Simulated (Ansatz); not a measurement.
Mg3N2⁺: single points at one geometry.

```yaml
crystal:
  periodic: [false, false, false]
  atoms:
    - {symbol: Mg, position_ang: [1.383641, -1.838723, 0.167420]}
    - {symbol: Mg, position_ang: [-2.555433, 0.610128, -0.200738]}
    - {symbol: Mg, position_ang: [2.068445, 1.017029, 0.103419]}
    - {symbol: N, position_ang: [-0.589313, -0.482391, -0.021636]}
    - {symbol: N, position_ang: [-0.307340, 0.693966, -0.048465]}
basis:
  gaussian: {orbitals: def2-TZVP, initial_orbitals: start.molden}
total_charge: 1
magnetization: {spin_polarized: true, initial_magnetization: 1}
hamiltonian: {xc: {text: "exchange = 0.90*pbe_x + 0.10*exact_x\ncorrelation = pbe_c"}}
scf: {omitted_lower_state_checks: [starts]}
output: {orbitals: {seedname: orbitals}}
```

The file start.molden holds the orbitals of an earlier run on this structure, at another level or in another basis.

```sh
$ ansatz run in.yaml --threads 4 --pin off --events-out ev --progress --plain --max-ram 3916MiB
```

Output, abridged:

```
Functional definition: unnamed
1174 factors; their error is unknown
mean field evaluation 1: about -19294.5811 eV, gradient 3.9e0 eV
mean field evaluation 2: about -19294.6281 eV, gradient 1.6e-1 eV
mean field evaluation 4: about -19294.6553 eV, gradient 6.8e-2 eV
mean field evaluation 8: about -19294.6563 eV, gradient 5.7e-4 eV
mean field -19294.65633106 eV, -709.0655417786 hartree, gradient 1.4e-5 eV, S^2 0.808382; 0 other end points of the search recorded, 0 dependent functions left out
reference -19294.65637774 eV, -709.0655434940 hartree; 25, 24 occupied and 133, 134 virtual orbitals, 1174 factors
Total energy: -19294.65637774 eV, -709.0655434940 hartree
Checks for a lower state left out: starts
```

It took 6 s on 4 threads of Arm Neoverse V2 on a shared host.

As the first input, with `hamiltonian: {xc: {text: "exchange = 0.50*pbe_x + 0.50*exact_x\ncorrelation = pbe_c"}}` (abridged; 5.5 s):

```
Functional definition: unnamed
mean field -19296.55061349 eV, -709.1351553740 hartree, gradient 7.7e-6 eV, S^2 1.397482
Total energy: -19296.55063964 eV, -709.1351563350 hartree
Checks for a lower state left out: starts
```

First input, but with `hamiltonian: {xc: hse06, dispersion: d4}` (abridged; 4.4 s):

```
Functional definition: HSE06
mean field -19294.72260103 eV, -709.0679771552 hartree, gradient 1.8e-5 eV, S^2 1.043374
Total energy: -19294.82398498 eV, -709.0717029467 hartree
Checks for a lower state left out: starts
```

First input, but with `hamiltonian: {xc: {text: "exchange = 0.95*pbe_x + 0.05*exact_x\ncorrelation = pbe_c"}}` (abridged; 4.5 s):

```
Functional definition: unnamed
mean field -19294.47155079 eV, -709.0587512292 hartree, gradient 1.4e-5 eV, S^2 0.773088
Total energy: -19294.47160000 eV, -709.0587530374 hartree
Checks for a lower state left out: starts
```

The first input with `hamiltonian: {xc: hf}`, `output: {forces: true, orbitals: {seedname: orbitals}}` (abridged; 4.7 s):

```
Functional definition: HF
mean field -19253.73529351 eV, -707.5617213858 hartree, gradient 7.7e-6 eV, S^2 1.911387
Total energy: -19253.73529351 eV, -707.5617213858 hartree
Atom 0 force     0.271443    -0.398813     0.034473 eV/Å
Atom 1 force     0.023812    -0.005883     0.001944 eV/Å
Atom 2 force     0.420973     0.232659     0.019937 eV/Å
Atom 3 force     0.930784     5.461515    -0.151054 eV/Å
Atom 4 force    -1.647012    -5.289478     0.094701 eV/Å
Dipole moment:    -0.437754     0.105023    -0.034421 e Å
Checks for a lower state left out: starts
```

As the first input, with `hamiltonian: {xc: {name: revPBE}, dispersion: d4}` (abridged; 3.4 s):

```
Functional definition: revPBE
mean field -19303.25606319 eV, -709.3815761052 hartree, gradient 1.5e-5 eV, S^2 0.768032
Total energy: -19303.59335941 eV, -709.3939715126 hartree
Checks for a lower state left out: starts
```

As the first input, with `hamiltonian: {xc: {name: LC-wPBE}}` (abridged; 5 s):

```
Functional definition: LC-wPBE
mean field -19298.24308105 eV, -709.1973524095 hartree, gradient 2.0e-5 eV, S^2 1.504765
Total energy: -19298.24308106 eV, -709.1973524098 hartree
Checks for a lower state left out: starts
```

Geometry: PBE-D4/def2-SVP.

LC-ωPBE has ω = 0.4 bohr⁻¹. HSE06 is defined as in plane-wave codes, on full-range PBE exchange. At PBE with 50 % exact exchange/def2-TZVP, HSE06-D4/def2-TZVP, HF/def2-TZVP, LC-ωPBE/def2-TZVP the charge 1 doublet is spin-contaminated (final ⟨S²⟩ up to 1.91, 0.75 for a pure state). The structure comes from a short search, and lower isomers may exist.
